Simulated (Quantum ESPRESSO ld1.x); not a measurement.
Question: The mean radii <r> (bohr) of the occupied orbitals of an atom or ion are listed with their occupations. Calculated with ld1.x of Quantum ESPRESSO 7.5: scalar-relativistic Kohn-Sham, revPBE, spin-unpolarised, spherical densities, point nucleus.

| orbital | occ. | <r> |
|---|---|---|
| 1s | 2 | 0.05844 |
| 2s | 2 | 0.2667 |
| 2p | 6 | 0.2353 |
| 3s | 2 | 0.8034 |
| 3p | 5 | 0.8448 |
| 3d | 6 | 1.017 |
| 4s | 2 | 2.553 |
| 4f | 1 | 17.09 |

Name the element and its charge.

Answer: Z = 26, iron, charge 0: Fe in [Ne] 3s2 3p5 3d6 4s2 4f1. The 1s radius gives Z: for a bare nucleus <r> = (2 gamma + 1)/(2Z) with gamma = sqrt(1 - (Z/c)^2), 0.05699 bohr for Z = 26, and screening makes it slightly larger (0.05844 here). The occupations add up to 26, and the charge is Z minus that.
